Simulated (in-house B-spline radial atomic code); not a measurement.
Atomic self-consistent-field run: the silver ion Ag³⁺ (an excited or competing configuration). Level of theory: scalar-relativistic (X2C) M06-2X, spin-polarised, spherical fractional occupations, exact exchange averaged over the configuration, Fermi nucleus of rms radius 4.5454 fm; calculated with a B-spline radial code for spherical atoms.

Command:
```bash
python run_scf.py task.json out
```
Settings (nuclear radius in fm, mass in u):
```
Z                47
configuration    [Kr] 4d7 5f1
hamiltonian      x2c
method           m062x
spin_polarised   True
nucleus          fermi
rms_radius       4.5454
atomic_mass      106.90509
speed_of_light   137.035999084
exact_exchange   averaged over the configuration
```

Output (hartree, bohr):
```
 radial grid: 84 intervals, B-splines of order 8, outer radius 66.6 bohr

 iter        energy (Eh)    residual
    1       -5312.096884    1.83e-01
    2       -5312.108077    1.42e-02
    3       -5312.109800    1.03e-02
    4       -5312.107886    1.22e-02
    5       -5312.090868    1.10e-02
    6       -5312.100975    8.92e-03
    7       -5312.107335    6.61e-03
    8       -5312.110629    5.91e-03
    9       -5312.108702    5.29e-03
   10       -5312.109773    5.48e-03
   11       -5312.106130    2.90e-03
   12       -5312.109170    3.05e-03
   13       -5312.108351    3.07e-03
   14       -5312.107287    3.13e-03
   15       -5312.109744    4.70e-03
   49       -5312.121236    1.91e-04
   50       -5312.121214    5.41e-04
   51       -5312.121220    4.70e-04
   52       -5312.121238    1.58e-04
   53       -5312.121239    4.93e-05
   54       -5312.121239    2.47e-05
   55       -5312.121239    1.49e-05
   56       -5312.121239    5.10e-06
   57       -5312.121239    2.60e-05
   58       -5312.121239    1.27e-05
   59       -5312.121239    1.09e-05
   60       -5312.121239    5.54e-06
   61       -5312.121239    4.47e-06
   62       -5312.121239    2.61e-06
   63       -5312.121239    1.75e-07

 total energy                     -5312.12124
 kinetic                            5559.7861
 electron-nucleus                 -12803.9763
 Hartree                            2081.2888
 exact exchange                      -78.8405
 exchange-correlation                -70.3794

 orbital      occ     eigenvalue          <r>       <r^2>       <1/r>       r_max
 1s up      1.000      -937.7143    0.0305753  0.00127418     51.4197     0.01949
 1s down    1.000      -937.7146    0.0305752  0.00127417     51.4198     0.01949
 2s up      1.000      -141.1188     0.134606   0.0214212     11.5956      0.1139
 2s down    1.000      -141.0906       0.1346   0.0214193     11.5964      0.1139
 2p up      3.000      -126.9346     0.117471   0.0168714     10.8905     0.09076
 2p down    3.000      -126.9056     0.117457   0.0168676     10.8917     0.09075
 3s up      1.000       -27.9841     0.368399    0.155366     4.02569      0.3327
 3s down    1.000       -27.9659     0.368231    0.155198     4.02701      0.3326
 3p up      3.000       -23.2941     0.366724    0.156295     3.78495      0.3253
 3p down    3.000       -23.2737      0.36649    0.156051     3.78637      0.3252
 3d up      5.000       -15.8013     0.344392    0.141211     3.54275      0.2727
 3d down    5.000       -15.7620     0.344586    0.141358     3.54044       0.273
 4s up      1.000        -5.7484     0.904585    0.925381     1.53688      0.8205
 4s down    1.000        -5.6196     0.903306    0.922542     1.53919      0.8173
 4p up      3.000        -4.3286     0.979093      1.0933     1.38512      0.8692
 4p down    3.000        -4.1646     0.978624     1.09236     1.38556      0.8667
 4d up      5.000        -2.2008      1.19636     1.67121     1.09967       0.989
 4d down    2.000        -2.1147       1.2148     1.73305      1.0878      0.9977
 5f up      1.000        -0.3719      6.24201     47.5105    0.251768       7.897
```

Cost of the run: 13 s on 1 thread of Arm Neoverse N1, with other jobs on the host.

States collapsed into the nucleus by a negative tau potential were left out of the aufbau.

One-electron X2C: radii and densities carry no picture-change correction, so inner-shell <1/r> comes out high (for 1s by about 2 % at Z = 33, 5 % at 54, 10 % at 75, 30 % at 118) and <r> low.
